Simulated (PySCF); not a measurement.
Species: Cl2H5PSi2.
SMILES with atom numbers: `[Cl:1][SiH2:2][PH:3][SiH2:4][Cl:5]` (hydrogens: H6, H7 on Si2; H8 on P3; H9, H10 on Si4)

Structure used (PBE0-D3(BJ)/def2-SVP), in Å, numbered top down from 1:
```xyz
10
Cl2H5PSi2 angstrom
Cl     1.6366    6.6787    2.4045
Si     1.4795    4.6276    2.2311
P     -0.3410    4.1877    0.9727
Si    -1.8844    4.4743    2.5945
Cl    -2.1868    6.5042    2.8135
H      2.6784    4.1042    1.5187
H      1.4114    4.0508    3.6051
H     -0.2540    2.7746    1.2004
H     -1.4722    3.9231    3.9178
H     -3.1542    3.8349    2.1497
```

Computed, not measured: PBE0-D3(BJ)/def2-SVP geometry optimisation, gas phase in PySCF.

Masses are those of the commonest isotopes; rigid-rotor values at the optimised geometry. The values belong to one conformer with, in the numbering `[Cl:1][SiH2:2][PH:3][SiH2:4][Cl:5]`, Cl1–Si2–P3–Si4 -79°, Si2–P3–Si4–Cl5 80°.

Problem. Give the principal moments of inertia and the rotational constants in cm⁻¹.

Solution. Ia = 267.09, Ib = 478.84, Ic = 670.51 u·Å²; 505379 MHz·u·Å²/I gives 1892, 1055 and 753.7 MHz, that is A = 0.06312, B = 0.03521, C = 0.02514 cm⁻¹.

Problem. What kind of rotor is it?

Solution. An asymmetric top: κ = (2 × 1055 − 1892 − 753.7)/(1892 − 753.7) = -0.47.

Problem. What does the inertial defect say?

Solution. Not planar: Δ = Ic − Ia − Ib = -75.42 u·Å². For a rigid frame Δ = −2 Σ m c², so Σ m c² = 37.71 u·Å² lies off the ab plane: 7.80 from hydrogen and 29.91 from heavier atoms. The atom farthest from that plane is 1.96 Å away.

Problem. Give the other two planar moments, Paa and Pbb, and the rms extents of the mass along the axes.

Solution. Paa = Σ m a² = (Ib + Ic − Ia)/2 = 441.13 and Pbb = Σ m b² = (Ia + Ic − Ib)/2 = 229.38 u·Å². With the mass M = 161.90 u, the rms extents √(P/M) along a, b and c are 1.65, 1.19, 0.48 Å.

Problem. Predict some low-J microwave lines.

Solution. The dipole components are |μa| = 0.00 D, |μb| = 2.41 D, |μc| = 1.44 D; the mirror of this Cs structure is the bc plane, so μa vanishes by symmetry and there are no a-type lines. The squared components, which scale the intensities, stand as 1.00 : 0.36 (b : c). Some lines, for components of 0.1 D or more:

```json
{"type": "b", "branch": "R", "J(Ka,Kc)": "5(3,2) ← 4(4,1)", "MHz": "2630", "lower level (cm⁻¹)": "1.132"}
{"type": "c", "branch": "R", "J(Ka,Kc)": "1(1,0) ← 0(0,0)", "MHz": "2948", "lower level (cm⁻¹)": "0.000"}
{"type": "c", "branch": "Q", "J(Ka,Kc)": "5(3,3) ← 5(2,3)", "MHz": "3725", "lower level (cm⁻¹)": "1.087"}
{"type": "b", "branch": "R", "J(Ka,Kc)": "2(1,2) ← 1(0,1)", "MHz": "4153", "lower level (cm⁻¹)": "0.060"}
{"type": "b", "branch": "Q", "J(Ka,Kc)": "3(3,0) ← 3(2,1)", "MHz": "4667", "lower level (cm⁻¹)": "0.505"}
{"type": "b", "branch": "R", "J(Ka,Kc)": "5(0,5) ← 4(1,4)", "MHz": "7990", "lower level (cm⁻¹)": "0.581"}
{"type": "c", "branch": "R", "J(Ka,Kc)": "3(2,1) ← 2(1,1)", "MHz": "8257", "lower level (cm⁻¹)": "0.229"}
{"type": "c", "branch": "R", "J(Ka,Kc)": "3(3,0) ← 2(2,0)", "MHz": "10346", "lower level (cm⁻¹)": "0.315"}
{"type": "c", "branch": "R", "J(Ka,Kc)": "3(3,1) ← 2(2,1)", "MHz": "10404", "lower level (cm⁻¹)": "0.313"}
{"type": "c", "branch": "R", "J(Ka,Kc)": "4(2,3) ← 3(1,3)", "MHz": "11089", "lower level (cm⁻¹)": "0.364"}
```

Problem. Estimate the classical rotational partition function at 25 K, 200 K and 298.15 K.

Solution. Point group Cs, symmetry number σ = 1; q = (√π/σ)·√((kT/h)³/(ABC)), k/h = 20836.6 MHz/K: 17200 at 25 K, 389000 at 200 K, 707000 at 298.15 K.

No PBE0-D3(BJ)/def2-SVP frequencies stand behind this structure, so it isn't proved a minimum. Constants of a rigid frame at the computed geometry: no zero-point averaging, no centrifugal distortion. Quadrupole hyperfine structure (35Cl) is left out.
